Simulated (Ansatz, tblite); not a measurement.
Removing and adding an electron: the cluster Cd₂Se (the lowest singlet isomer of a short search). Charge 0, multiplicity 1. Geometry: PBE-D4/def2-TZVP. Ansatz, gas phase; energy differences of separate SCF runs; the oxidised species was run as a doublet alone; the reduced species was run as a doublet alone.

```csv
atom,x (Å),y (Å),z (Å)
Cd1,1.713,0.772,-1.692
Cd2,-1.713,-0.770,1.693
Se3,0.000,-0.002,-0.001
```

In the def2 sets Cd takes a core potential; there is no spin–orbit coupling. The xTB rows come from tblite. HOMO above LUMO, or a gap near zero within one spin, warns that the state may not be the lowest or that an electron is smeared out. The order of the spin states hangs on the level: the triplet lies 0.12 eV below the singlet at PBE0-D4/def2-TZVP, but 0.15 eV above it at PBE-D4/def2-TZVP. The structure comes from a short search, and lower isomers may exist.

**Question.** Estimate orbital energies and vertical ionisation energies and electron affinities at: GFN1-xTB; GFN2-xTB; PBE-D4/def2-TZVP; PBE-D4/def2-TZVPD; r2SCAN-D4/def2-TZVP; r2SCAN-D4/def2-TZVPD; PBE0-D4/def2-TZVP; PBE0-D4/def2-TZVPD.

**Answer.** 
```tsv
level	−HOMO (eV)	vertical IE (eV)	−LUMO (eV)	vertical EA (eV)	HOMO–LUMO gap (eV)	IE − EA (eV)	remarks
GFN1-xTB	9.92	12.71	7.52	5.89	2.40	6.82	–
GFN2-xTB	9.45	12.50	7.52	4.91	1.93	7.59	–
PBE-D4/def2-TZVP	5.05	7.75	4.07	–	0.98	–	gap within one spin near zero (+1 doublet)
PBE-D4/def2-TZVPD	5.08	–	4.09	2.00	0.99	–	HOMO above zero (-1 doublet)
r2SCAN-D4/def2-TZVP	5.27	7.76	4.10	–	1.17	–	–
r2SCAN-D4/def2-TZVPD	5.29	–	4.12	2.18	1.18	–	–
PBE0-D4/def2-TZVP	6.04	7.67	3.54	–	2.50	–	–
PBE0-D4/def2-TZVPD	6.06	–	3.56	2.12	2.50	–	–
```

Relaxing the oxidised species (PBE-D4/def2-TZVP) changes its energy by -0.58 eV at PBE-D4/def2-TZVP, so the adiabatic ionisation energy to this nearest minimum is 7.18 eV. At PBE0-D4/def2-TZVP it is 7.00 eV.     A HOMO above zero means that the electron is unbound at that level or that self-interaction error raises the level; the energy of removing that electron tells which. Raw xTB energy differences between charge states are shifted by several eV; the methods need an empirical correction for them.
